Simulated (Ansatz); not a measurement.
Species: sum formula MnOBrH (charge 0, sextet). The spin state was set by rule; other spins were not relaxed. SMILES: [OH][Mn][Br]
Geometry from a B3LYP-D3(BJ)/def2-TZVP (Ansatz, an electronic-structure program) optimisation:
```
Mn
O 1 1.8156
H 2 0.9575 1 134.90
Br 1 2.3504 3 168.19 2 -180.00
```
Charge 0, spin multiplicity 6.

Quantity: vertical ionisation energy (to the quintet state of charge +1; each state is the SCF solution reached for its spin; the UHF <S^2> is 6.99 for the quintet (pure: 6.00); for the quintet T1 is 0.050), in eV. Correlated levels leave the core frozen unless marked. UHF or UKS for open shells. Spin-orbit coupling is left out. The frozen core is the preceding noble-gas configuration, with the filled d and f shells of earlier blocks. No relativistic terms. CBS marks a two-point X^-3 extrapolation of the correlation energy; Hartree-Fock from the larger set.

```
level                                program  vertical ionisation energy (eV)
-----------------------------------  -------  -------------------------------
HF/def2-SVPD                          Ansatz                             9.67
HF/def2-QZVPPD                        Ansatz                             9.28
RI-HF/def2-TZVPPD                     Ansatz                             9.28
SVWN5/def2-TZVPD                      Ansatz                             9.57
PBE/def2-TZVPD                        Ansatz                             9.35
r2SCAN/def2-TZVPD                     Ansatz                             9.60
B3LYP/def2-TZVPD                      Ansatz                             9.84
PBE0/def2-TZVPD                       Ansatz                             9.90
BHLYP/def2-TZVPD                      Ansatz                            10.23
CAM-B3LYP/def2-TZVPD                  Ansatz                            10.18
wB97M-V/def2-TZVPD                    Ansatz                            10.21
wB97X-V/def2-TZVPD                    Ansatz                            10.22
B2PLYP/def2-TZVPD                     Ansatz                            10.04
MP2/def2-SVPD                         Ansatz                            10.44
RI-MP2/def2-TZVPPD                    Ansatz                            11.24
RI-MP2/def2-QZVPPD                    Ansatz                            11.32
RI-MP2/CBS(def2-TZVPPD,def2-QZVPPD)   Ansatz                            11.38
SCS-MP2/def2-SVPD                     Ansatz                            10.37
CCSD/def2-SVPD                        Ansatz                            10.22
CCSD(T)/def2-SVPD                     Ansatz                            10.17
```
